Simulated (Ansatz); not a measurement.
Species: H$_{2}$BO$_{2}$ (charge 0, doublet). SMILES: O[B]O
Geometry: optimised at B3LYP-D3(BJ)/def2-TZVP (Ansatz, a program for electronic structure).

Property: enthalpy of formation at 298 K, in kcal/mol. Conventions: non-relativistic; 6-31G* and kin with 6d, 5d where marked; no spin-orbit coupling; valence correlation only; no dispersion term unless named; LANL2DZ all-electron up to Ne; open shells spin-unrestricted; 6-311+G** with 5d. Basis-set limits of correlation are two-point, X^-3; Hartree-Fock from the larger set. [CCSD(T)-MP2]/basis is that difference in the basis named. First-principles rows: single points at B3LYP-D3(BJ) geometries (Ansatz), with unscaled harmonic terms from B3LYP/6-31G* at its own minima, enthalpies of formation by atomisation with measured atoms.

Coupled cluster (Ansatz) is a level with limits of its own, used here on species with T1 under 0.025 (0.045 for open shells) and stable references: RI-MP2/CBS(aug-cc-pVTZ,aug-cc-pVQZ)+[CCSD(T)-MP2]/aug-cc-pVTZ.

Value to compare with, RI-MP2/CBS(aug-cc-pVTZ,aug-cc-pVQZ)+[CCSD(T)-MP2]/aug-cc-pVTZ (Ansatz): -94.2 kcal/mol.

```csv
level,program,enthalpy of formation at 298 K (kcal/mol),difference
HF/LANL2DZ,Ansatz,100.1,194.3
HF/6-31G*,Ansatz,52.8,147.0
PBE/STO-3G,Ansatz,-136.7,-42.5
B3LYP/LANL2DZ,Ansatz,-47.0,47.2
B3LYP/6-31G*,Ansatz,-83.6,10.6
B3LYP/def2-SVP,Ansatz,-96.2,-2.0
B3LYP/6-311+G**,Ansatz,-88.1,6.1
B3LYP-D3(BJ)/def2-TZVPD,Ansatz + dftd3,-94.7,-0.5
wB97M-V/def2-TZVPD,Ansatz,-94.3,-0.1
B2PLYP-D3(BJ)/def2-TZVPD,Ansatz + dftd3,-91.3,2.9
```

Among the 7 habitual levels, HF/LANL2DZ lies farthest from RI-MP2/CBS(aug-cc-pVTZ,aug-cc-pVQZ)+[CCSD(T)-MP2]/aug-cc-pVTZ (Ansatz) (194.3 kcal/mol) and B3LYP/def2-SVP nearest (-2.0); 5 of 7 lie above it, and their mean absolute difference is 64.2 kcal/mol, the median 42.5. One case shows no general order.

The levels are drawn from those run, B3LYP/6-31G* more often than the rest, none by its result; runs whose electronic state is in doubt are left out.
